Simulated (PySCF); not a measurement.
Compound: SnCl(SiH3)3.
Bonds: Sn1–Cl2, Sn1–Si3, Sn1–Si7, Sn1–Si11. Hydrogens: H4, H5, H6 on Si3; H8, H9, H10 on Si7; H12, H13, H14 on Si11.

Computed by this run: PBE0-D3(BJ)/def2-SVP geometry optimisation, gas phase, def2 core potentials past Kr in PySCF; density fitting, grid level 1; the optimiser is geomeTRIC in internal coordinates, started from a GFN2-xTB structure with every atom displaced at random (about 0.03 Å).

Step 1: E = -42109.7886 eV
```
atom  x, y, z in Å  |  force x, y, z in eV/Å
Sn1    -0.0036   -0.0280    0.3277   -0.004   0.027   0.283
Cl2     0.0100    0.0509    2.7272    0.060  -0.021  -0.062
Si3     2.4928    0.0069   -0.2779    0.326  -0.123  -0.118
H4      2.7312    0.0348   -1.7583   -0.160   0.000   0.030
H5      3.1664   -1.2198    0.2546   -0.080   0.032   0.029
H6      3.1626    1.2102    0.3016   -0.109   0.018   0.060
Si7    -1.2273    2.1576   -0.1481   -0.073   0.177  -0.186
H8     -0.3831    3.3031    0.3092    0.000  -0.030  -0.009
H9     -2.5287    2.1799    0.5792   -0.023  -0.037   0.019
H10    -1.4856    2.2972   -1.6186    0.009   0.011   0.056
Si11   -1.3057   -2.1942   -0.0891    0.035  -0.031  -0.188
H12    -0.5735   -3.3070    0.5859   -0.057  -0.014  -0.012
H13    -1.3676   -2.4453   -1.5631    0.037  -0.045   0.009
H14    -2.7072   -2.0902    0.4129    0.040   0.037   0.088
```

Step 2: E = -42109.8094 eV
```
atom  x, y, z in Å  |  force x, y, z in eV/Å
Sn1     0.0032   -0.0232    0.3472    0.005   0.076   0.156
Cl2     0.0403    0.0435    2.7432    0.032  -0.014  -0.041
Si3     2.5001   -0.0054   -0.2732    0.055  -0.061  -0.068
H4      2.6791    0.0262   -1.7604   -0.050  -0.001   0.039
H5      3.1597   -1.2341    0.2641   -0.019   0.017   0.002
H6      3.1428    1.2063    0.3151   -0.019   0.012   0.016
Si7    -1.2328    2.1701   -0.1572    0.002   0.021  -0.148
H8     -0.3912    3.3156    0.3030   -0.009  -0.012  -0.005
H9     -2.5349    2.1775    0.5687   -0.029  -0.010   0.013
H10    -1.4865    2.3073   -1.6304    0.018  -0.007   0.089
Si11   -1.2904   -2.1922   -0.1005    0.021  -0.008  -0.062
H12    -0.5758   -3.3181    0.5725   -0.035   0.003  -0.011
H13    -1.3502   -2.4479   -1.5724    0.008  -0.017  -0.010
H14    -2.6829   -2.0695    0.4235    0.018   0.001   0.029
```

Question: Estimate the geometry and energy of step 3. (The exact step hangs on the optimiser's Hessian estimate; all steps are aligned on step 2, rigid shifts and turns removed.)

Answer: E = -42109.8145 eV, largest force 0.069 eV/Å
```
atom  x, y, z in Å  |  force x, y, z in eV/Å
Sn1     0.0092   -0.0137    0.3720    0.023   0.007   0.065
Cl2     0.0679    0.0421    2.7631    0.011  -0.007  -0.004
Si3     2.5001   -0.0119   -0.2685   -0.069  -0.003  -0.001
H4      2.6349    0.0196   -1.7571    0.017  -0.001  -0.005
H5      3.1541   -1.2418    0.2673    0.016  -0.002  -0.008
H6      3.1365    1.2038    0.3185    0.023  -0.003  -0.013
Si7    -1.2337    2.1689   -0.1626   -0.015  -0.008  -0.029
H8     -0.4014    3.3208    0.2948   -0.009   0.009   0.001
H9     -2.5423    2.1680    0.5558   -0.001   0.008  -0.007
H10    -1.4763    2.2920   -1.6342    0.007  -0.009   0.013
Si11   -1.2806   -2.1826   -0.1082    0.011   0.017  -0.006
H12    -0.5819   -3.3221    0.5562   -0.003  -0.004   0.000
H13    -1.3380   -2.4322   -1.5817   -0.006   0.008  -0.002
H14    -2.6679   -2.0546    0.4278   -0.006  -0.012  -0.005
```

The energy changes by -0.0052 eV. The first-order estimate −F·Δx gives -0.0095 eV and the mean of the old and new forces, exact on a quadratic surface, -0.0056 eV. The step makes an angle of 67° with the force vector and moves no atom by more than 0.045 Å.

What follows is the cost of the whole optimisation. On one thread, Arm Neoverse N1 (aarch64) (shared host), this took 2.7 min of wall time and 0.54 GiB of memory at its peak.
